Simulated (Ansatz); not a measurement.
One change: `[F][Al]1[CH2][O]1` becomes `C[O][Al]1[CH2][O]1`.

Ansatz, PBE0-D4/def2-TZVP geometries, multiplicity 1. Each molecule was computed in one conformer, which needn't be the lowest.

```
                                        property  `[F][Al]1[CH2][O]1`
         HOMO–LUMO gap (ωB97M-V/def2-TZVPP) / eV                 9.26
           HOMO energy (ωB97M-V/def2-TZVPP) / eV                -9.20
           LUMO energy (ωB97M-V/def2-TZVPP) / eV                 0.06
               HOMO energy (PBE/def2-TZVPP) / eV                -5.66
size of the dipole moment (B3LYP/def2-TZVPP) / D                 1.77
             HOMO–LUMO gap (PBE/def2-TZVPP) / eV                 3.10
```

(1) What does the change do to each property? (Best estimate.)

Answers

(1) Ansatz gave: 
```json
{"property": "HOMO–LUMO gap (ωB97M-V/def2-TZVPP) / eV", "`C[O][Al]1[CH2][O]1`": "9.22", "shift": "-0.04"}
{"property": "HOMO energy (ωB97M-V/def2-TZVPP) / eV", "`C[O][Al]1[CH2][O]1`": "-8.68", "shift": "0.52"}
{"property": "LUMO energy (ωB97M-V/def2-TZVPP) / eV", "`C[O][Al]1[CH2][O]1`": "0.54", "shift": "0.48"}
{"property": "HOMO energy (PBE/def2-TZVPP) / eV", "`C[O][Al]1[CH2][O]1`": "-5.16", "shift": "0.50"}
{"property": "size of the dipole moment (B3LYP/def2-TZVPP) / D", "`C[O][Al]1[CH2][O]1`": "3.67", "shift": "1.90"}
{"property": "HOMO–LUMO gap (PBE/def2-TZVPP) / eV", "`C[O][Al]1[CH2][O]1`": "3.18", "shift": "0.08"}
```

With PBE0 the HOMO rises by 0.52 eV and the LUMO rises by 0.57 eV, so the gap widens by about 0.05 eV. PBE moves the HOMO by 0.50 eV and ωB97M-V by 0.52 eV. Dipoles are sizes alone; their direction can turn.

B3LYP here is the variant with VWN-RPA as its local correlation; programs differ in this.
